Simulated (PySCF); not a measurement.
# Reading the logs of faulty runs: B2FH4Si anion

All numbers below are calculated, not measured. The program is PySCF 2.14.0, an open-source quantum chemistry code, run on an isolated molecule that a program drew, which may never have been made. The molecule is B2FH4Si anion (charge -1, singlet), drawn as the SMILES string `B[SiH-]BF`.

Each row is a Hartree-Fock (HF) and frozen-core CCSD(T) single point in the aug-cc-pV(D+d)Z basis, meant for a local HF minimum. Run 1 is clean. Each other run has one planted mistake out of seven kinds, and not every kind appears here: one electron removed, one electron added, multiplicity raised by two, geometry at a saddle point, minimal basis STO-3G, one bond length entered in bohr, all coordinates scaled. The reference is restricted for singlets and unrestricted otherwise, and also for a bond in bohr. Adding or removing an electron swaps singlet and doublet. Electrons count all cores. HOMO and LUMO are orbital energies over both spins, the gradient is its largest component, and the lowest frequency (negative if imaginary) is given only where the gradient is small. Bond lengths are over the 7 bonds as drawn. T1 is the CCSD diagnostic: over 0.02 (restricted) or 0.045 (unrestricted) a single reference is doubtful.

Geometry of the clean run:
```xyz
8
B2FH4Si anion, angstrom
B    -0.7368    0.4272    2.4490
Si   -1.0063    0.6079    0.5555
B     0.4367    1.2290   -0.6180
F     0.3235    1.3846   -1.9813
H    -1.5930    0.0482    3.2180
H     0.3378    0.6995    2.9349
H    -2.3189    0.2816   -0.0848
H     1.5364    1.5182   -0.1992
```

```
run  electrons  basis functions  <S^2>  HOMO (eV)  LUMO (eV)  gradient (hartree/bohr)  lowest frequency (cm^-1)  mean bond (Å)  longest bond (Å)      T1  HF (hartree)  CCSD(T) (hartree)                     mistake
  1         38              137  0.000      -1.89       3.64                  1.2e-05                       100         1.4841             1.961  0.0194    -440.10293         -440.66952                    no fault
  2         37              137  0.762      -8.88      -0.49                  3.5e-02                         -         1.4841             1.961  0.0170    -440.06352         -440.58343        one electron removed
  3         38              137  2.018      -0.59       3.70                  2.5e-02                         -         1.4841             1.961  0.0157    -440.05861         -440.60209  multiplicity raised by two
  4         38              137  0.000      -1.89       3.64                  2.8e-02                         -         1.5316             2.024  0.0205    -440.09633         -440.66669      all coordinates scaled
  5         38               28  0.000       3.23      12.91                  4.5e-02                         -         1.4841             1.961  0.0266    -434.53790         -434.74391                           ?
  6         38              137  0.771      -2.41       3.63                  2.5e-02                         -         1.6382             2.290  0.0659    -439.99338         -440.56577                           ?
```

**Which mistake was planted in run 5, and what did it cost?**

It has 28 basis functions where the clean run has 137, with the same electrons and geometry. So the mistake is: minimal basis STO-3G. Subtracting run 1 and multiplying by 627.51 kcal/mol a hartree, the energy moved by 3492.1 kcal/mol in HF and 3718.4 kcal/mol in CCSD(T).

**Which mistake was planted in run 6, and what did it cost?**

The mean bond changes by a factor of 1.104 and the longest by 1.168, so the molecule wasn't scaled as a whole. A length L in bohr read as angstrom grows by (1/0.5292 - 1) L = 0.890 L. The 7 bonds together grew by 7 x 0.1541 = 1.079 Å, which gives L = 1.212 Å. That is the length of one of the B-H bonds, 1.212 Å in the clean geometry. So the mistake is: one bond length entered in bohr. Subtracting run 1 and multiplying by 627.51 kcal/mol a hartree, the energy moved by 68.7 kcal/mol in HF and 65.1 kcal/mol in CCSD(T).

Cautions from the logs. Run 4: T1 is over the limit, so its CCSD(T) energy is less reliable; run 5: T1 is over the limit, so its CCSD(T) energy is less reliable and the HOMO is above zero, so the electron isn't bound and the energy depends on the basis; run 6: T1 is over the limit, so its CCSD(T) energy is less reliable.
